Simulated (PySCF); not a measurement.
Potential energy surface of Cl₂Sn, singlet: symmetric bend, bond length relaxed. Scanned: Cl-Sn-Cl angle. Other coordinates (Sn-Cl bond length) were minimised at PBE0/def2-TZVP.

The free coordinates were minimised at PBE0/def2-TZVP in PySCF; the energy column is CCSD(T) on RHF/def2-TZVP, 14 core orbitals frozen, def2 effective core potentials past Kr run with PySCF, in mEh.

| a / ° | Sn-Cl bond length / Å | E |
|---|---|---|
| 180 | 2.492 | 53.0 |
| 170 | 2.486 | 50.9 |
| 160 | 2.468 | 44.9 |
| 150 | 2.446 | 36.4 |
| 140 | 2.422 | 26.8 |
| 130 | 2.400 | 17.2 |
| 120 | 2.382 | 8.9 |
| 110 | 2.371 | 2.8 |
| 100 | 2.364 | 0.0 |
| 90 | 2.366 | 2.0 |
| 80 | 2.384 | 11.4 |
